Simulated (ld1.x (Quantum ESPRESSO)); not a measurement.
## boron: excitation energies, all-electron against PAW

* Element: B
* Generator: ld1.x (Quantum ESPRESSO) 7.5
* Type: PAW
* Functional: LDA (PZ)
* Relativity: scalar-relativistic
* Frozen core: [He]
* Valence charge: 3
* Reference configuration: 2s2 2p0.75 (charge +0.25)
* Partial waves: 2s (bound): rcut 1.15, rcutus 1.30 bohr; 2s channel at 3.8 Ry: rcut 1.15, rcutus 1.30 bohr; 2p (bound): rcut 1.80, rcutus 2.25 bohr; 2p channel at -0.05 Ry: rcut 1.80, rcutus 2.25 bohr
* Local potential: all-electron potential smoothed inside 1.60 bohr (lloc = -2)
* Core correction: Bessel-smoothed model core inside 0.70 bohr
* Augmentation charge: BESSEL, radius 1.25 bohr

Energies are relative to the spin-unpolarised reference configuration 2s2 2p0.75; without spin polarisation the order of configurations can differ from experiment. Spin-polarised rows fill each open shell by Hund’s rule, majority spin first.

| valence configuration | charge | ΔE all-electron (eV) | error AE − PS (meV) |
| --- | --- | --- | --- |
| 2s2 2p1 | 0 | -1.192 | 0.0 |
| 2s2 2p0 | +1 | 7.135 | +0.1 |
| 2s1 2p0 | +2 | 32.440 | -6.2 |
| 2s1 2p1 | +1 | 13.092 | -2.7 |
| 2s2 2p0.5 | +0.5 | 1.751 | 0.0 |
| 2s2 2p0.75 (spin-polarised) | +0.25 | -0.149 | 0.0 |
| 2s2 2p1 (spin-polarised) | 0 | -1.427 | 0.0 |

(1) What are ΔE and the potential's error for 2s1 2p2?

(2) What are ΔE and the potential's error for 2s2 2p1.3?

Results:

(1) ΔE = 4.494 eV all-electron; the error (AE − PS) is +0.3 meV.

(2) ΔE = -1.964 eV all-electron; the error (AE − PS) is 0.0 meV.
